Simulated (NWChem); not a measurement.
C₂HF₃Si; SMILES F[Si](F)(C#C)F

Computed with NWChem. Structure relaxed at the PBE0/def2-SVP level.

Taking PBE/pcseg-2 as the yardstick, which of these has the fewest basis functions while keeping “dipole (D)” within 0.1 D of it: PBE/STO-3G; PBE/pcseg-1; PBE/def2-SVP; PBE/aug-pcseg-1?

PBE/pcseg-1.
| level | basis functions | dipole (D) |
|---|---|---|
| PBE/STO-3G | 35 | 0.34 |
| PBE/pcseg-1 | 93 | 2.73 |
| PBE/def2-SVP | 93 | 2.51 |
| PBE/aug-pcseg-1 | 151 | 2.62 |
| PBE/pcseg-2 | 198 | 2.67 |

The yardstick is one finite set, not the basis-set limit.
